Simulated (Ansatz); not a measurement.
`C=C([SiH3])[O][AlH][F]` + H₂S → `[F][AlH][SH]` + `C=C(O)[SiH3]`  (ligand exchange at the Al–O bond)

Isolated molecules relaxed with PBE0-D4/def2-TZVP in Ansatz; ΔE leaves out vibrations. CBS: MP2 limit from def2 TZ/QZ plus the TZ coupled-cluster correction, frozen cores. This one scheme is used for every species. Functionals use def2-TZVPP. One conformer a species, not always the lowest.

```csv
level,ΔE (eV)
PBE0-D4,0.14
ωB97M-V,0.22
SCS-MP2/def2-TZVPP,0.28
HF/CBS(def2),0.31
```

**Question.** What does CCSD(T)/CBS give? (An estimate is asked.)

**Answer.** The calculation gave: +0.22 eV. The listed levels differ from it by -0.08, 0.00, 0.06, 0.09 eV.

Largest T1 diagnostic among the species: 0.013.

The D4 term adds +0.05 eV with B3LYP and +0.03 eV with PBE0; it sums over pairs of atoms, weighted by their polarisabilities, and B3LYP, whose exchange is more repulsive, gets the larger term. In def2-TZVPP, CCSD(T) changes the Hartree–Fock value by −0.04 eV (the triples alone add −0.02 eV) and MP2 by −0.04 eV.

B3LYP here is the variant with VWN-RPA as its local correlation; programs differ in this.
